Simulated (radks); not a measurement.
Results of a calculation; reference values are marked as such.
Problem. All-electron atom: Al4+ in [He] 2s2 2p5. Level of theory: scalar-relativistic Kohn-Sham, PBE, spin-polarised, spherical densities, point nucleus; open shells are filled with parallel spins first (a radial shooting solver on a logarithmic mesh with Libxc functionals). Some entries of the table are withheld. Estimate them.

orbital  occ.  eigenvalue (hartree)  <r^2> (bohr^2)  r(max) (bohr)
1s up       1             -58.47775         0.01945        0.07836
1s down     1             -58.42447         0.01941        0.07833
2s up       1              -6.52956          0.4313         0.4871
2s down     1              -6.42173          0.4363         0.4885
2p up       3              -5.15116          0.3971            (1)
2p down     2              -5.03323          0.4049            (2)
3s up       0              -1.78246           3.645            (3)
3s down     0              -1.76253           3.700            (4)

Solution. 
(1) 2p up r(max) (bohr): 0.4147
(2) 2p down r(max) (bohr): 0.4170
(3) 3s up r(max) (bohr): 1.611
(4) 3s down r(max) (bohr): 1.622
